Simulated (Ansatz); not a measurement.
Gas-phase electronic energies from Ansatz, PBE0-D4/def2-TZVP geometries. CCSD(T)/CBS adds triple-zeta CCSD(T) − MP2 to the extrapolated MP2 energy (def2 sets, frozen cores). This one scheme is used for every species. Functionals use def2-TZVPP. HSE06 is defined as in plane-wave codes.

Consider the cleavage of the Si–Si bond: `[SiH3][SiH]1CO1` + HCl → `Cl[SiH]1CO1` + SiH₄.

`[SiH3][SiH]1CO1`:

Cartesian coordinates in Å:
```
Si 0.916 -0.485 -1.481
Si -0.670 0.424 -0.037
C -0.470 0.356 1.765
O -1.325 -0.621 1.095
H 0.260 -1.312 -2.529
H 1.669 0.615 -2.143
H 1.853 -1.326 -0.695
H -1.621 1.402 -0.622
H 0.408 -0.087 2.231
H -1.021 1.033 2.416
```

HCl:

Z-matrix (Å, degrees):
```
Cl
H 1 1.279
```

`Cl[SiH]1CO1`:

Z-matrix (Å, degrees):
```
Si
C 1 1.794
O 1 1.643 2 51.3
Cl 1 2.030 2 122.0 3 -102.0
H 1 1.471 2 125.9 3 99.6
H 2 1.088 1 123.1 3 -98.3
H 2 1.088 1 121.0 3 99.0
```

SiH₄:

Cartesian coordinates in Å:
```
Si 0.000 0.000 0.000
H -0.805 0.549 1.120
H -0.603 0.413 -1.292
H 0.020 -1.482 0.085
H 1.388 0.520 0.087
```

Question: Is it downhill or uphill in electronic energy at CCSD(T)/CBS, and by how much? (Best estimate.)

Answer: The calculation gave: Downhill: ΔE = -100.6 kJ/mol.

Question: What do these levels give: LDA (SPW92), r2SCANh-D4, ωB97M-V, r2SCAN, HSE06, CCSD/def2-SVP? (Best estimate.)

Answer: Computed: LDA (SPW92) -85.5, r2SCANh-D4 -100.5, ωB97M-V -107.2, r2SCAN -100.2, HSE06 -92.6, CCSD/def2-SVP -99.2 kJ/mol.

Largest T1 diagnostic among the species: 0.015.

Leaving LDA and LC-ωPBE aside and taking each functional with its dispersion term where it has one, the values, not all of them listed here, spread over 21.7 kJ/mol, from ωB97M-V to PBE-D4. From PBE to PBE0 (25 % exact exchange), in def2-TZVPP and without D4, ΔE moves by −5.6 kJ/mol.
